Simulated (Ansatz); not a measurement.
```yaml
crystal:
  periodic: [false, false, false]
  atoms:
    - {symbol: O, position_ang: [-1.929445, -0.748233, 0.648547]}
    - {symbol: C, position_ang: [-0.479274, -0.560940, 0.425740]}
    - {symbol: C, position_ang: [0.275861, 0.316614, -0.293309]}
    - {symbol: B, position_ang: [1.187810, 0.205684, -0.488225]}
    - {symbol: F, position_ang: [2.515847, 0.907167, -0.815592]}
    - {symbol: H, position_ang: [-2.083636, 0.085183, 1.359284]}
    - {symbol: H, position_ang: [-0.742651, -1.509032, -0.266981]}
    - {symbol: H, position_ang: [0.190079, 1.288336, 0.495938]}
    - {symbol: H, position_ang: [1.745888, -0.870090, -0.997585]}
basis:
  gaussian: {orbitals: def2-TZVPD}
hamiltonian: {xc: {name: TPSS}}
accuracy: high
output: {forces: true}
```

```sh
$ ansatz run in.yaml --threads 2 --pin off --events-out ev --progress --plain --max-ram 4352MiB
```

(1) How does Ansatz answer? (An estimate is asked.)

## Answers

(1) Computed: The program refused the input.
```
Error: YAML parse error: error: line 15 column 19: hamiltonian.xc: no functional is named "TPSS"; the names, which are not case-sensitive, are SVWN5, SPW92, PBE, PBE0, PBEsol, revPBE, revPBE0, RPBE, rPW86-PBE, HSE06, wPBEh, LC-wPBE, HISS, HF, BLYP, B3LYP, B3LYP5, BHLYP, CAM-B3LYP, r2SCAN, r2SCANh, r2SCAN0, r2SCAN50, m-r2SCAN, B97, wB97, wB97X, wB97X-V, B97M-V, wB97M-V, B2PLYP, B2GP-PLYP, PBE0-DH, PBE-QIDH
13 | basis:
14 |   gaussian: {orbitals: def2-TZVPD}
15 | hamiltonian: {xc: {name: TPSS}}
16 | accuracy: high
17 | output: {forces: true}
```

HSE06 is defined as in plane-wave codes.
